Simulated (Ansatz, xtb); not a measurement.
**C2H4BClF2: where a starting geometry ends**

The starting geometry of this gas-phase singlet was built from a drawn formula by distance geometry and a force field; its bonds are those of `B[C@](F)(Cl)CF`.

```xyz
10

C    -0.5502    0.7784   -0.6700
C     0.1524    0.0488   -1.8758
B    -0.2964    2.3252   -0.7860
Cl    0.2223    0.1812    0.7991
F    -1.8993    0.4884   -0.6733
F    -0.1354   -1.2972   -1.8480
H     0.7992    2.8007   -0.7852
H    -1.1778    3.1033   -0.8079
H    -0.3179    0.4780   -2.7991
H     1.1998    0.2741   -1.8683
```

Q: Where would you expect an optimisation with r2SCAN-D4/def2-SVP to take it?

A: A new bond forms, giving a structure with Cl4 bridging C1 and B3, given below by its coordinates. Distances that change by over a tenth: C1–Cl4 (1.76 → 1.96 Å). Contacts that close: B3–Cl4 (2.72 → 2.12 Å).

The energy falls by 0.56 eV over 12 steps:

| step | E − E(last) (eV) |
| --- | --- |
| 1 | 0.562 |
| 2 | 0.384 |
| 3 | 0.283 |
| 5 | 0.091 |
| 6 | 0.028 |
| 7 | 0.026 |
| 8 | 0.004 |
| 10 | 0.001 |
| 11 | 0.000 |
| 12 | 0.000 |

Final geometry (Å):

```xyz
10

C    -0.6587    0.8600   -1.0174
C     0.1269   -0.0108   -1.9495
B    -0.2550    2.3019   -0.5786
Cl    0.1203    0.7202    0.7751
F    -1.9317    0.4691   -0.9548
F    -0.0658   -1.3399   -1.6828
H     0.8163    2.7228   -0.9322
H    -1.1126    3.0047   -0.1164
H    -0.2394    0.2101   -2.9712
H     1.1964    0.2428   -1.8868
```

From the same start GFN2-xTB reaches the same bonding as this run.

No frequencies were run, so the end isn't proven a minimum. Run with Ansatz 0.2.0, 16 s on 2 threads of Intel(R) Xeon(R) 6975P-C (Granite Rapids), on a shared host.
